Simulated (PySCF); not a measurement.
# Dipole response of Cr (chromium, neutral)

[Ar] 3d5 4s1, high-spin 7S determinant. Computed with PySCF 2.14 in def2-QZVPPD (11s6p5d3f2g, 93 functions), with no relativity, point nucleus. Coupled (time-dependent) response in atomic units; α is the mean over directions.

```tsv
method	mean α (bohr³)	C₆ (like pair)	S(−4)
UHF	111.7	1002	11580
PBE	68.87	518.4	3958
PBE0	75.19	590.7	4628
```

S(−4) is the Cauchy moment in α(ω) = α(0) + S(−4) ω² + …

Reference α: 83 ± 12 bohr³ (recommended; Schwerdtfeger and Nagle, table of static dipole polarizabilities (2023 update)). Published C₆: 602.0 (Chu and Dalgarno (2004); Tang, Norbeck and Certain (1976)).

Hartree-Fock lies above the reference because it lacks correlation, which contracts the outer shell.

α(iu) at UHF:

```csv
u (hartree),α(iu) (bohr³)
0,111.7
0.0500,89.19
0.100,57.35
0.200,26.11
0.300,15.12
0.500,7.792
0.750,4.894
1.00,3.589
1.50,2.277
2.00,1.589
3.00,0.8986
5.00,0.4021
```

A single London oscillator, α(iu) = α/(1 + u²/ω²), gives C₆ = (3/4) ω α². Matching the computed C₆ needs ω = 4 × 1002 / (3 × 111.7²) = 0.107 hartree.
